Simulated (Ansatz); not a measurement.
`[CH3][GeH]1[SiH2][B]1F` → `[F][GeH]1[CH2][B]1[SiH3]`  (isomerisation)

Gas-phase electronic energies from Ansatz, PBE0-D4/def2-TZVP geometries. CCSD(T)/CBS is the MP2 limit (def2-TZVPP, def2-QZVPP) plus CCSD(T) − MP2 in def2-TZVPP, frozen cores. DFT in def2-TZVPP. For Ge outer-core shells are correlated without core-valence functions, which leaves a few kJ/mol of doubt a bond. Scalar relativity is left out up to krypton.

| level | ΔE (kJ/mol) | difference from CCSD(T)/CBS |
| --- | --- | --- |
| LDA (SPW92) | 65.4 | 22.2 |
| r2SCANh-D4 | 51.0 | 7.8 |
| revPBE | 45.4 | 2.2 |
| r2SCAN | 49.2 | 6.0 |
| LC-ωPBE | 51.5 | 8.3 |
| CCSD/def2-SVP | 47.4 | 4.2 |
| HF/def2-TZVPP | 35.5 | -7.7 |
| MP2/def2-TZVPP | 38.7 | -4.5 |
| SCS-MP2/def2-QZVPP | 30.9 | -12.3 |
| CCSD/CBS(def2) | 44.2 | 1.0 |
| CCSD(T)/CBS | 43.2 | 0 |

Largest T1 diagnostic among the species: 0.014.

From r2SCAN to r2SCAN0 (25 % exact exchange), in def2-TZVPP and without D4, ΔE moves by +4.8 kJ/mol. Leaving LDA and LC-ωPBE aside and taking each functional with its dispersion term where it has one, the values, not all of them listed here, spread over 26.0 kJ/mol, from BLYP-D4 to HSE06-D4. LDA lies +15.6 kJ/mol from PBE without D4. In def2-TZVPP, CCSD(T) changes the Hartree–Fock value by +8.1 kJ/mol (the triples alone add −1.0 kJ/mol) and MP2 by +3.2 kJ/mol.

CCSD(T)/CBS has its own doubt, a few kJ/mol and more with outer-core shells, so smaller differences from it don't rank the levels.
